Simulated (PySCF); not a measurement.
C2H8SSeSi.
Z-matrix (Å and degrees, PBE0-D3(BJ)/def2-SVP geometry), rows numbered from 1:
```
C 
S   1  1.8222
Si  2  2.1330  1  100.47
Se  3  2.2827  2  109.77  1    59.18
C   4  1.9576  3   98.23  2  -141.60
H   1  1.0991  2  110.72  3   -50.38
H   1  1.0980  2  106.71  3  -169.24
H   1  1.0992  2  111.07  3    72.09
H   3  1.4911  2  104.33  1  -178.55
H   3  1.4980  2  113.21  1   -59.09
H   5  1.0979  4  106.30  3   169.23
H   5  1.0969  4  110.97  3   -72.07
H   5  1.0976  4  110.66  3    50.72
```

Level of theory: PySCF, PBE0-D3(BJ)/def2-SVP geometry optimisation, gas phase.

Take the most abundant isotopes and a rigid rotor. The values belong to one conformer with, in the numbering `[CH3:1][S:2][SiH2:3][Se:4][CH3:5]`, C1–S2–Si3–Se4 59°, S2–Si3–Se4–C5 -142°.

(1) What are A, B and C (GHz)?

(2) What kind of rotor is it?

(3) Is it planar, by Δ = Ic − Ia − Ib?

(4) List the rotational levels J(Ka,Kc) to J = 4 (K).

(5) Which lines would a microwave search look for?

(6) Estimate the classical rotational partition function at 25 K, 50 K and 298.15 K.

Results:

(1) Ia = 131.40, Ib = 523.03, Ic = 553.10 u·Å²; 505379 MHz·u·Å²/I gives 3846, 966.3 and 913.7 MHz, that is A = 3.8461, B = 0.9663, C = 0.9137 GHz.

(2) A near-prolate asymmetric top. Ray's parameter κ = (2B − A − C)/(A − C) = -0.964; −1 is the prolate and +1 the oblate limit.

(3) Not planar: Δ = Ic − Ia − Ib = -101.33 u·Å². For a rigid frame Δ = −2 Σ m c², so Σ m c² = 50.67 u·Å² lies off the ab plane: 13.91 from hydrogen and 36.76 from heavier atoms. The atom farthest from that plane is 2.11 Å away.

(4) Above 0(0,0), as E/k:
J = 1: 1(0,1) 0.090, 1(1,1) 0.228, 1(1,0) 0.231
J = 2: 2(0,2) 0.271, 2(1,2) 0.406, 2(1,1) 0.414, 2(2,1) 0.829, 2(2,0) 0.829
J = 3: 3(0,3) 0.541, 3(1,3) 0.673, 3(1,2) 0.688, 3(2,2) 1.099, 3(2,1) 1.099, 3(3,1) 1.797, 3(3,0) 1.797
J = 4: 4(0,4) 0.902, 4(1,4) 1.029, 4(1,3) 1.054, 4(2,3) 1.460, 4(2,2) 1.461, 4(3,2) 2.158, 4(3,1) 2.158, 4(4,1) 3.134, 4(4,0) 3.134
The levels of one J sum to (2J + 1)J(J + 1)(A + B + C)/3.

(5) The dipole components are |μa| = 1.01 D, |μb| = 0.48 D, |μc| = 2.03 D. The squared components, which scale the intensities, stand as 0.25 : 0.06 : 1.00 (a : b : c). Some of the stronger lines:

```csv
type,branch,"J(Ka,Kc)",MHz,lower level (cm⁻¹)
a,Q,"4(1,3) ← 4(1,4)",525,0.715
a,Q,"5(1,4) ← 5(1,5)",788,1.024
c,Q,"5(1,5) ← 5(0,5)",2532,0.940
c,Q,"2(1,2) ← 2(0,2)",2828,0.188
c,Q,"1(1,1) ← 1(0,1)",2880,0.063
a,R,"3(1,3) ← 2(1,2)",5561,0.282
a,R,"3(1,2) ← 2(1,1)",5718,0.288
c,R,"2(1,1) ← 1(0,1)",6745,0.063
a,R,"4(2,2) ← 3(2,1)",7526,0.764
c,Q,"3(2,2) ← 3(1,2)",8561,0.478
c,Q,"2(2,1) ← 2(1,1)",8640,0.288
a,R,"5(1,5) ← 4(1,4)",9266,0.715
a,R,"5(0,5) ← 4(0,4)",9386,0.627
a,R,"5(4,2) ← 4(4,1)",9401,2.178
a,R,"5(2,3) ← 4(2,2)",9413,1.015
c,R,"2(2,1) ← 1(1,1)",12505,0.159
c,R,"3(3,1) ← 2(2,1)",20171,0.576
c,R,"4(3,1) ← 3(2,1)",22049,0.764
c,R,"5(3,3) ← 4(2,3)",23935,1.015
c,R,"4(4,1) ← 3(3,1)",27863,1.249
c,R,"5(4,1) ← 4(3,1)",29743,1.500
c,R,"5(5,1) ← 4(4,1)",35555,2.178
```

(6) Point group C1, symmetry number σ = 1; q = (√π/σ)·√((kT/h)³/(ABC)), k/h = 20836.6 MHz/K: 11400 at 25 K, 32300 at 50 K, 471000 at 298.15 K.

Not checked by PBE0-D3(BJ)/def2-SVP frequencies. Zero-point vibration and centrifugal distortion are left out. A rigid rotor knows nothing of internal rotation, which can split or shift real lines.
